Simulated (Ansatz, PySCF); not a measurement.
This PySCF input computes a PBE/def2-TZVPD energy:

```python
from pyscf import gto, scf, dft

mol = gto.M(
    atom='''
    Si    0.27079520    0.04168601    0.03613215
    Cl   -0.15951413   -1.30783104   -1.45150857
    Cl   -0.52751526   -0.70210585    1.76260641
    Cl   -0.61335633    1.80649297   -0.48824530
    N     1.91254027    0.32814781    0.29278548
    H     2.48520486   -0.33595462    0.78878113
    H     2.44243771    0.91386239   -0.33262286
    ''',
    basis='def2-tzvpd',
    charge=0,
    spin=0,
    verbose=4,
)

mf = dft.RKS(mol, xc='pbe').density_fit(auxbasis='def2-universal-jkfit')
mf.grids.level = 3
mf.conv_tol = 1e-9
mf.max_cycle = 100
mf.max_memory = 1500
mf.kernel()
if not mf.converged:
    mf = mf.newton()
    mf.kernel(mf.make_rdm1())
mf.analyze()
```

### Question
Write an input for the same energy in Ansatz (a quantum-chemistry and plane-wave program) and say what it gives.

### Answer

Ansatz 0.2 input:
```yaml
crystal:
  periodic: [false, false, false]
  atoms:
    - {symbol: Si, position_ang: [0.27079520, 0.04168601, 0.03613215]}
    - {symbol: Cl, position_ang: [-0.15951413, -1.30783104, -1.45150857]}
    - {symbol: Cl, position_ang: [-0.52751526, -0.70210585, 1.76260641]}
    - {symbol: Cl, position_ang: [-0.61335633, 1.80649297, -0.48824530]}
    - {symbol: N, position_ang: [1.91254027, 0.32814781, 0.29278548]}
    - {symbol: H, position_ang: [2.48520486, -0.33595462, 0.78878113]}
    - {symbol: H, position_ang: [2.44243771, 0.91386239, -0.33262286]}
basis:
  gaussian:
    orbitals: def2-TZVPD
hamiltonian:
  xc: {name: PBE}
output: {forces: true}
```
It gives -1725.54806 Eh, and PySCF -1725.54814 Eh, a difference of 0.08 mEh, from the treatment of integrals and grids.
